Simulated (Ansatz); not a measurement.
A nudged elastic band was laid between two geometries of Cl3GeH + FH (7 atoms, charge 0, multiplicity 1).

All numbers below come from Ansatz, RKS PBE0-D4/def2-SVP.

| Property | Result |
| --- | --- |
| movable images | 7 |
| climbing image | yes |
| spring | 50.0 eV/Å² |
| optimiser | quadratic models (default) |
| start path | through a guess of the saddle point |
| force threshold | 0.03 eV/Å |
| iteration limit | 60 |
| end points | relaxed |

Image 0:

```xyz
7
Properties=species:S:1:pos:R:3
Ge -0.148 0.257 -0.103
Cl -0.082 0.191 2.060
Cl 1.845 0.332 -0.839
H -0.919 1.512 -0.500
Cl -1.138 -1.489 -0.804
F 1.460 -2.347 1.267
H 1.105 -1.746 1.875
```

Image 8:

```xyz
7
Properties=species:S:1:pos:R:3
Ge 0.238 -0.368 -0.470
Cl 0.053 -0.051 3.273
Cl 1.845 0.299 -1.690
H -0.431 0.757 0.304
Cl -1.128 -1.514 -1.625
F 0.945 -1.485 0.667
H 0.602 -0.928 2.497
```

Question: Which bonds break or form, and what moves?

Answer: Bonds broken: Ge1–Cl2, F6–H7. Bonds formed: Ge1–F6, Cl2–H7. Cl3GeH + FH becomes Cl2FGeH + ClH.

Question: Give the energies along the band, and the barrier.

Answer: It converged. The highest image is number 4 of 0 to 8, 1.01 eV above the first end and 0.99 eV above the last; the last end lies 0.03 eV above the first. Another band between the same ends (7 images) ends at a top of the same energy, where a vibrational analysis finds 1 clearly imaginary mode. The orbitals stay closed-shell, which can raise the energy where a bond breaks towards radicals; this wasn't checked here.

| image | path coordinate (Å) | energy (eV) | Ge1–Cl2 (Å) | F6–H7 (Å) | Ge1–F6 (Å) |
| --- | --- | --- | --- | --- | --- |
| 0 | 0.00 | 0.00 | 2.16 | 0.93 | 3.35 |
| 1 | 0.42 | 0.05 | 2.18 | 0.93 | 2.91 |
| 2 | 0.83 | 0.27 | 2.23 | 0.94 | 2.52 |
| 3 | 1.25 | 0.67 | 2.36 | 0.98 | 2.19 |
| 4 | 1.66 | 1.01 | 2.60 | 1.16 | 1.95 |
| 5 | 2.05 | 0.70 | 2.87 | 1.45 | 1.81 |
| 6 | 2.44 | 0.32 | 3.18 | 1.63 | 1.77 |
| 7 | 2.82 | 0.09 | 3.47 | 1.76 | 1.75 |
| 8 | 3.21 | 0.03 | 3.76 | 1.94 | 1.74 |

Question: What is the geometry of the highest image?

Answer: 
```xyz
7
Properties=species:S:1:pos:R:3
Ge 0.154 -0.220 -0.090
Cl -0.028 0.045 2.490
Cl 1.969 0.213 -1.131
H -0.621 1.094 -0.060
Cl -1.116 -1.640 -1.053
F 1.045 -1.640 0.902
H 0.720 -1.141 1.899
```

Time of the run: 100 s on 4 threads of Intel(R) Xeon(R) Platinum 8488C (Sapphire Rapids) (shared host), peak memory 0.31 GiB.
